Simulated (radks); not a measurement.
Spherical jellium clusters: N electrons in a uniform positive sphere of charge N and radius rs N^(1/3), rs = 3.14 bohr. Calculated with a radial shooting solver with Libxc functionals: non-relativistic Kohn-Sham, exchange-only LDA, spin-polarised, spherical densities. Levels are named by radial order and angular momentum (1s, 1p, 1d, 2s, ...), and open shells are averaged over m.

N = 27, configuration 1s2 1p6 1d10 2s2 1f(up 7, down 0). This is the lowest configuration that the search found. Occupied and some empty levels:

level,occupation,eigenvalue (eV),<r> (bohr)
1s up,1,-6.4294,5.885
1s down,1,-6.0892,5.147
1p up,3,-5.4136,6.924
1p down,3,-4.7654,6.469
1d up,5,-4.1148,7.677
2s up,1,-3.4299,6.347
1d down,5,-3.2806,7.441
2s down,1,-2.9820,6.602
1f up,7,-2.5981,8.373
2p up,0,-1.7767,8.069
1f down,0,-1.6711,8.343
2p down,0,-1.3044,8.230
1g up,0,-0.94142,9.199
2d up,0,-0.42682,11.12

Energy (eV): total -21.1513, kinetic 73.112, external -2473.1, Hartree 1212.4, exchange-correlation -97.039, background 1263.5.
